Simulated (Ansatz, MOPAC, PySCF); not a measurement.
Two conformers of C2H6GeO (SMILES C[O][Ge][CH3]), B3LYP-D3(BJ)/def2-TZVP minima.
Conformer 1 (charge 0, multiplicity 1):
```json
[
 {"atom": "C", "x (Å)": "2.0040", "y (Å)": "-0.3851", "z (Å)": "-0.0245"},
 {"atom": "O", "x (Å)": "0.6363", "y (Å)": "-0.1051", "z (Å)": "0.2116"},
 {"atom": "Ge", "x (Å)": "-0.5437", "y (Å)": "0.1244", "z (Å)": "-1.1338"},
 {"atom": "C", "x (Å)": "-2.0925", "y (Å)": "0.4097", "z (Å)": "0.1018"},
 {"atom": "H", "x (Å)": "2.2646", "y (Å)": "-1.3430", "z (Å)": "0.4333"},
 {"atom": "H", "x (Å)": "2.6194", "y (Å)": "0.3936", "z (Å)": "0.4336"},
 {"atom": "H", "x (Å)": "2.2436", "y (Å)": "-0.4342", "z (Å)": "-1.0935"},
 {"atom": "H", "x (Å)": "-2.3507", "y (Å)": "-0.5484", "z (Å)": "0.5638"},
 {"atom": "H", "x (Å)": "-2.9692", "y (Å)": "0.7896", "z (Å)": "-0.4247"},
 {"atom": "H", "x (Å)": "-1.8119", "y (Å)": "1.0986", "z (Å)": "0.9011"}
]
```
Conformer 2 (charge 0, multiplicity 1):
```xyz
10

C      1.56640    -0.18581    -0.03110
O      0.77746    -1.34296    -0.22874
Ge    -0.99494    -1.52796    -0.46047
C     -1.59279     0.40212    -0.36588
H      2.05550    -0.24361     0.94512
H      2.34222    -0.14520    -0.80021
H      0.98361     0.73741    -0.07451
H     -2.67625     0.45056    -0.48766
H     -1.12943     1.00194    -1.15459
H     -1.33178     0.85350     0.59560
```

No zero-point or thermal terms.

Rows in 3-21G carry no dispersion term and start afresh at each structure; the Pople sets are all-electron and without relativity. The state that PM7 reach isn't checked; PM7 holds dispersion and hydrogen-bond terms.

The values were computed with Ansatz (Gaussian orbitals); MOPAC for PM7 (differences of heats of formation); PySCF for 3-21G rows, the dispersion terms. 

Problem. One of these levels gives -2.84 kcal/mol for the electronic energy of conformer 2 less that of conformer 1. Which?
A. HF/3-21G
B. SVWN5/def2-TZVPP
C. PM7
D. r2SCAN-D4/def2-TZVPP

Solution. C, PM7. The others give -0.16 (HF/3-21G), 1.16 (SVWN5/def2-TZVPP), 1.53 (r2SCAN-D4/def2-TZVPP)

Ansatz is a program for electronic structure.
